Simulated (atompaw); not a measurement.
## Plane-wave convergence, PAW (atompaw) potential for Zr (Z = 40)

atompaw 4.2.0.5 input, output lines left out:

```
Zr 40
GGA-PBE scalarrelativistic loggrid 1500 logderivrange -5 5 251
5 5 4 0 0 0
5 0 1.5
5 1 0
4 2 2
0 0 0
c
c
c
c
v
c
c
v
v
c
v
2
3.00 2.45 2.65 2.60
y
-0.2
n
n
y
0.4
n
custom rrkj gramschmidtortho besselshape
3 -0.5 ultrasoft
3.00
3.00
1.60
3.00
3.00
1.70
```

The pseudo-atom Hamiltonian at the reference potential is diagonalised in spherical Bessel functions j_l(qr) that vanish at 20 bohr, with q² up to the cutoff. All-electron valence levels (Ry): 5s -0.5227, 4p -2.6202, 5p -0.2773, 4d -0.4896.

Task: How do the lowest levels (Ry) of each channel move with the cutoff, and are there ghosts?

Result:

```csv
cutoff (Ry),s #1,s #2,p #1,p #2,d #1,d #2,f #1,f #2,Σ f·Δε (mRy)
8,-0.5227,-0.1015,-1.1848,-0.2772,-0.4831,-0.0479,0.0210,0.1181,8625.2
10,-0.5227,-0.2037,-1.9495,-0.2773,-0.4886,-0.0487,0.0210,0.1180,4026.1
15,-0.5227,-0.3472,-2.5176,-0.2773,-0.4895,-0.0494,0.0210,0.1180,615.5
18,-0.5227,-0.3614,-2.5737,-0.2773,-0.4896,-0.0498,0.0210,0.1180,279.1
21,-0.5227,-0.3628,-2.6005,-0.2773,-0.4896,-0.0500,0.0210,0.1180,117.8
30,-0.5227,-0.3633,-2.6194,-0.2773,-0.4896,-0.0504,0.0210,0.1180,4.6
35,-0.5227,-0.3634,-2.6199,-0.2773,-0.4896,-0.0505,0.0210,0.1180,1.7
40,-0.5227,-0.3634,-2.6199,-0.2773,-0.4896,-0.0505,0.0210,0.1180,1.7
45,-0.5227,-0.3634,-2.6199,-0.2773,-0.4896,-0.0505,0.0210,0.1180,1.3
55,-0.5227,-0.3634,-2.6201,-0.2773,-0.4896,-0.0505,0.0210,0.1180,0.6
60,-0.5227,-0.3634,-2.6201,-0.2773,-0.4896,-0.0505,0.0210,0.1180,0.3
400,-0.5227,-0.3634,-2.6202,-0.2773,-0.4896,-0.0505,0.0210,0.1180,0.0
```

Result: no extra level below or beside the all-electron valence levels (s, p, d, f tested); 10 mRy is reached at 30 Ry and 1 mRy at 50 Ry.
